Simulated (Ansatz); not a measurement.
Consider the atomization: `SB1CO1` → B• + C• + 3 H• + O• + S•.

Calculated with Ansatz (gas phase, PBE0-D4/def2-TZVP geometries, no zero-point term in ΔE). CBS: MP2 limit from def2 TZ/QZ plus the TZ coupled-cluster correction, frozen cores. This one scheme is used for every species, atoms too. Functionals use def2-TZVPP. B3LYP here is the variant with VWN-RPA as its local correlation; programs differ in this. HSE06 is defined as in plane-wave codes. Open shells (•) are unrestricted, without spin–orbit coupling. Spin–orbit coupling would lower the free atoms: a little for B, C, O, S. One conformer a species, not always the lowest.

(1) What is ΔE at CCSD(T)/CBS? (Best estimate.)

(2) What do these levels give: LDA (SPW92), revPBE-D4, r2SCANh-D4, HSE06-D4, BLYP, B3LYP, BHLYP, CAM-B3LYP, CCSD/def2-SVP, CCSD(T)/def2-TZVPP, MP2/def2-QZVPP, MP2/CBS(def2)? (An estimate is asked.)

Largest T1 diagnostic among the species: 0.015.

Answers

(1) Computed: +649.1 kcal/mol.

(2) The calculation gave: LDA (SPW92) 763.3, revPBE-D4 656.3, r2SCANh-D4 653.8, HSE06-D4 658.9, BLYP 648.1, B3LYP 646.8, BHLYP 622.3, CAM-B3LYP 651.5, CCSD/def2-SVP 608.0, CCSD(T)/def2-TZVPP 631.7, MP2/def2-QZVPP 661.7, MP2/CBS(def2) 669.0 kcal/mol.

From r2SCAN to r2SCAN0 (25 % exact exchange), in def2-TZVPP and without D4, ΔE moves by −15.3 kcal/mol: exact exchange takes away binding that semilocal exchange gives to molecules. Leaving LDA and LC-ωPBE aside and taking each functional with its dispersion term where it has one, the values, not all of them listed here, spread over 50.4 kcal/mol, from BHLYP-D4 to PBE-D4. LDA lies +90.0 kcal/mol from PBE without D4, its usual overbinding. In def2-TZVPP, CCSD(T) changes the Hartree–Fock value by +169.8 kcal/mol (the triples alone add +13.0 kcal/mol) and MP2 by +189.6 kcal/mol; breaking electron pairs costs correlation energy, which Hartree–Fock lacks.

For atomizations the MP2-based limit and the directly extrapolated one differ by several kJ/mol either way, and by 10 to 25 for some Ge, Se and Sn compounds, so smaller differences from it don't rank the levels.
